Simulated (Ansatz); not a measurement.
Dimethylphenylsulfonium hydroxide (C8H12OS). Total charge 0; singlet. Geometry PBE-D4/def2-SVP, basis def2-TZVP, Ansatz.

Cartesian coordinates in Å:
```
C -0.2226 1.9568 -1.1790
S 1.1701 1.0109 -0.4609
C 1.6762 -0.3596 -1.5628
C -0.0430 -0.1336 0.5390
C 0.1398 -0.1077 1.9290
C -0.6763 -0.8855 2.7692
C -1.6813 -1.6933 2.2158
C -1.8683 -1.7227 0.8231
C -1.0511 -0.9442 -0.0122
H -1.0882 1.9251 -0.4907
H 0.1896 2.9686 -1.3266
H -0.5051 1.5096 -2.1530
H 2.7269 -0.1307 -1.8034
H 1.5405 -1.3295 -1.0491
H 1.0625 -0.3338 -2.4846
H 0.9317 0.5304 2.3575
H -0.5267 -0.8607 3.8601
H -2.3220 -2.3041 2.8702
H -2.6555 -2.3576 0.3863
H -1.2128 -0.9717 -1.1034
O 2.3405 2.1513 -1.5918
H 2.0750 2.0818 -2.5328
```

| run | HOMO (eV) | LUMO (eV) |
| --- | --- | --- |
| A | -6.42 | -0.70 |
| B | -5.40 | -1.41 |
| C | -5.09 | -1.58 |
| D | -4.97 | -1.42 |
| E | -6.03 | -1.07 |

HSE06 is defined as in plane-wave codes, on full-range PBE exchange.

Question: The runs used BLYP, HSE06, PBE, PBE0, r2SCAN. Estimate which is which.

Answer: A PBE0 (25 % exact exchange); B r2SCAN (0 % exact exchange); C PBE (0 % exact exchange); D BLYP (0 % exact exchange); E HSE06 (range-separated). Exact exchange lowers occupied and raises empty levels; among semilocal functionals meta-GGAs tend to open the gap a little, and such runs are hard to tell apart. The gap grows from 3.51 eV (PBE) to 5.72 eV (PBE0).
